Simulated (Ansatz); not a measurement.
Basis-set extrapolation for CH6N2Si, SMILES `N=C[SiH2]N` (PBE0-D4/def2-TZVP geometry, frozen core, Ansatz). Multiplicity 1, RHF reference.

```
                      def2-TZVPP   def2-QZVPP
                 HF  -439.270197  -439.286726
    MP2 correlation    -0.700302    -0.749679
CCSD(T) correlation    -0.768150      not run
```

Energies in hartree. Use E(X) = E(∞) + A·exp(−7.88·√X) for Hartree–Fock and E(X) = E(∞) + B·X^(−2.97) for correlation, with X = 3 and 4, and add CCSD(T) minus MP2 of the smaller set to the MP2 limit.

What is the CCSD(T) energy at the basis-set limit?

HF limit: -439.286726 + (-0.016529) × 0.13774 = -439.28900. MP2 limit: -0.749679 + (-0.049377) × 0.74074 = -0.78625. Higher-order term: -0.768150 − (-0.700302) = -0.06785. Total: -440.14310 hartree, 275.0 kJ/mol below CCSD(T)/def2-TZVPP.
